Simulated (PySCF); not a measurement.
## BiOBr, singlet: structure and spectrum

Computed with PySCF, PBE0, basis Bi def2-TZVP with ECP60, O def2-TZVP, Br def2-TZVP (scalar-relativistic core potentials, no spin–orbit coupling, density fitting).

The structure is a minimum.

```xyz
3
charge 0 multiplicity 1, angstrom
Bi   -0.4639    0.0000   -0.4670
O    -1.9195    0.0000    0.7277
Br    1.6221    0.0000    1.0979
```

* Point group: Cs
* Bond lengths: Bi–Br 2.608 Å, Bi–O 1.883 Å
* Bond angles: Br–Bi–O 103.7°
* Heat capacity Cp at 298.15 K: 51.4 J/(mol K)
* Principal polarisabilities: 39.6, 55.9, 87.1 bohr³
* Lowest empty level: -3.67 eV
* Enthalpy at 298.15 K above 0 K: 13.18 kJ/mol
* Entropy at 298.15 K and 1 bar: 315.4 J/(mol K)
* Rotational symmetry number: 1
* Principal quadrupole moments (Buckingham, traceless) about the centre of mass: -12.79, 5.07, 7.71 D Å
* Highest occupied level: -7.89 eV
* Atomisation energy without zero-point energy: 624 kJ/mol
* Zero-point energy: 7.1 kJ/mol
* Rotational constants: 0.3524, 0.04083, 0.03659 cm⁻¹
* Dipole moment: 4.56 D

Harmonic modes (masses in u: Bi 208.980, O 15.995, Br 78.918):
```tsv
symmetry	ω (cm⁻¹)	IR (km/mol)
a'	151	6.5
a'	221	39.7
a'	815	72.8
```

Charges (e):
| atom | Mulliken | Löwdin | polar tensor | Mayer order to Bi1 |
| --- | --- | --- | --- | --- |
| Bi1 | 0.97 | 0.62 | 1.20 | – |
| O2 | -0.61 | -0.49 | -0.64 | 1.92 |
| Br3 | -0.35 | -0.14 | -0.56 | 0.98 |

Mulliken populations on Bi1 (electrons outside its core potential): s 3.90, p 7.87, d 10.18, f 0.08.

Outer orbital energies (eV). occupied: -21.21, -16.39, -10.13, -9.33, -9.17, -8.29, -8.20, -7.89; empty: -3.67, -1.74, -0.44, 2.88.

Counting electrons, bismuth keeps 2 of its valence electrons outside its bonds, so the VSEPR class is AX2E1 and the expected shape is bent; with unlike ligands the computed point group is Cs.

This need not be the most stable arrangement of these atoms. Spin–orbit coupling, left out here, can matter for elements this heavy.

The final relaxation and frequency run took of the order of 2.4 core-minutes on a shared host.
